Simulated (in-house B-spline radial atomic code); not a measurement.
Cs⁸⁺. Computed with a B-spline radial atomic code. Model: all-electron spherical atom, spin shells full or empty, radial basis limit, no spin-orbit coupling, Breit or QED, empty-state partial waves extrapolated as (l+1/2)^-4, RPA, G0W0 and static COHSEX of the highest shell as one setting changes (uncorrelated shells keep exact exchange).

In a row where one electron alone is correlated, RPA and GW hold only self-correlation.

Given: element Cs; charge 8; filled core Kr; hamiltonian one-electron scalar X2C; mean-field start PBE0; highest l of empty states 9; nuclear rms radius 4.8041 fm; highest mean-field shell 5s up.

Shell: 4d 5 5, 5s 1 0 (electrons up and down).

```tsv
lowest nl shells left uncorrelated	RPA correlation energy (hartree)	G0W0 level (eV)	G0W0 minus most complete (meV)	COHSEX level (eV)
0	-3.7724	-126.47	0	-128.3
1	-3.5904	-126.47	0.4	-128.3
2	-3.394	-126.47	-4.5	-128.31
3	-2.8306	-126.47	0.9	-128.3
4	?	?	?	?
5	-2.11	-126.48	-6.7	-128.33
6	-1.247	-126.37	94.4	-128.18
7	-1.0891	-126.46	4.6	-128.34
8	?	?	?	?
9	-0.019911	-124.89	1577.6	-125.97
```

Problem. What follows for lowest nl shells left uncorrelated = 4?

Solution. RPA correlation energy -2.6493 hartree; G0W0 level -126.49 eV; G0W0 minus most complete -22.1 meV; COHSEX level -128.35 eV.

Problem. What follows for lowest nl shells left uncorrelated = 8?

Solution. RPA correlation energy -0.64882 hartree; G0W0 level -126.32 eV; G0W0 minus most complete 150.7 meV; COHSEX level -128.09 eV.
